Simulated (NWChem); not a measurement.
Molecule: C3H8Si; SMILES C(C)([SiH3])=C

```xyz
12

C      1.3353     1.0631     0.0000
C      0.1137     0.5101     0.0000
C     -1.1402     1.3386     0.0000
Si    -0.0562    -1.3637     0.0000
H      2.2488     0.4602     0.0000
H      1.4704     2.1524     0.0000
H     -1.7640     1.1192     0.8830
H     -0.9169     2.4169     0.0000
H     -1.7640     1.1192    -0.8830
H      1.2957    -1.9993     0.0000
H     -0.8180    -1.8235    -1.2049
H     -0.8180    -1.8235     1.2049
```
Atoms are numbered in this order, from 1.

Geometry: optimised at PBE0/def2-SVP.

Symmetry labels are those of Cs in the frame above (b1 and b2, or b-type labels, depend on it).

Question: List the 4 lowest vertical singlet excitations from PBE0/6-31+G* (spherical d), TDA (NWChem).

Answer: 
```json
[
 {"state": "S1", "energy (eV)": "6.57", "oscillator strength": "0.003", "symmetry": "a\"", "leading excitation (squared amplitude)": "HOMO → LUMO+1 (0.96)"},
 {"state": "S2", "energy (eV)": "6.83", "oscillator strength": "0.002", "symmetry": "a\"", "leading excitation (squared amplitude)": "HOMO−1 → LUMO (0.93)"},
 {"state": "S3", "energy (eV)": "7.11", "oscillator strength": "0.432", "symmetry": "a'", "leading excitation (squared amplitude)": "HOMO → LUMO (0.81)"},
 {"state": "S4", "energy (eV)": "7.26", "oscillator strength": "0.002", "symmetry": "a\"", "leading excitation (squared amplitude)": "HOMO → LUMO+2 (0.81)"}
]
```
